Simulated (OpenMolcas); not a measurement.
Tm3+ among 2 point charges of -0.5 e arranged as a linear pair (D∞h).

```yaml
Program: OpenMolcas 26.06
Method: "SS-CASPT2, IPEA 0.25 Eh, imaginary shift 0.1 Eh (closed shells correlated: 5s 5p)"
Basis: ANO-RCC-VDZP [7s6p4d2f1g]
Scalar_Hamiltonian: DKH2, point nucleus
Active_space: 12 electrons in 7 orbitals (4f)
State_averaging: 2S+1 = 3 even, 21 roots; 2S+1 = 1 even, 27 roots kept (CI in the orbitals of an earlier block)
Spin-orbit_coupling: state interaction with AMFI integrals over the reference wave functions
```

All point charges move together. At R = 2.67 Å the width of the lowest J multiplet is 536 cm-1, and at R = 2.82 Å it is 443 cm-1.

A third run gives 729 cm-1. What distance was it run at?

With a power law R^-n the two known points give n = -ln(443 / 536) / ln(2.82 / 2.67) = 3.49. Then R = 2.67 × (536 / 729)^(1/3.49) = 2.445 Å. The run was at 2.44 Å, so the estimate is off by +0.005 Å.

Roots that are degenerate in the reference are averaged as groups; the widest CASPT2 spread within a group is 410 cm-1 (the 3-fold group of multiplicity 1 near 9620 cm-1 above the lowest state of its run, R = 2.44). Shifts and gaps below about the spread of the groups concerned are not significant. This is an electrostatic model: the charges have no orbitals. A group larger than the point group allows holds several states that coincide in this model. No measured value stands beside these numbers.
